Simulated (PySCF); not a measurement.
Peak assignment

Bonds (- single, = double, # triple, : aromatic): C1-C2 1.481 Å, C2=C3 1.347 Å, C3-C4 1.421 Å, C4#N5 1.145 Å, C3-C6 1.409 Å, C6#C7 1.212 Å, C7-C8 1.359 Å, C8#N9 1.150 Å. C1 carries H10, H11, H12; C2 carries H13. Stereochemistry as in C/C=C(\C#N)C#CC#N.

PySCF 2.14 calculation with GFN2-xTB structure and NMR shieldings at PBE0/pcSseg-1/GIAO; one averaged value for each set of equivalent atoms, non-relativistic, one computed conformer, in vacuum.

Scale: TMS for 13C (σref 186.93), 1H (σref 31.72) (reference shieldings calculated alike).

(1) Assign these signals to the numbered atoms. 13C{1H} NMR (computed): δ 175.7, 116.9, 111.1, 100.5, 78.9, 75.9, 23.3.

(2) Assign these signals to the numbered atoms. 1H NMR (400 MHz, computed): δ 7.54 (q, 1H), 2.47 (d, 3H).

Answers

(1) 
175.7 → C2, alkene CH
116.9 → C4, nitrile carbon: typical of a nitrile
111.1 → C8, nitrile carbon
100.5 → C3, fully substituted alkene carbon: the olefinic region
78.9 → C6, alkyne carbon: sp carbons lie upfield of alkene carbons because the cylindrical π system leaves one tensor component strongly shielded
75.9 → C7, alkyne carbon
23.3 → C1, allylic methyl carbon: a saturated carbon with 1 carbon neighbour and no heteroatom attached

(2) 
| δ (ppm) | atoms | environment | reason |
| --- | --- | --- | --- |
| 7.54 | H13 | hydrogen on an alkene CH | attached to an sp2 carbon and in the plane of the double bond |
| 2.47 | H10/H11/H12 | hydrogen on an allylic methyl carbon | allylic position |

Shifts are as computed. Against solution values, carbons near 30 ppm lie about +3 ppm off and those near 130 ppm about +5 ppm. Of 1211 compounds with measured shifts, 218 miss one by over three times the rms of a fit or turn the order of signals round; such compounds aren't used in these exercises. No couplings were computed; multiplicities are counted from neighbouring protons, with m where these are inequivalent, close in shift, in a saturated or five-membered ring or joined by F or P, and br s for small geminal =CH2 splittings.
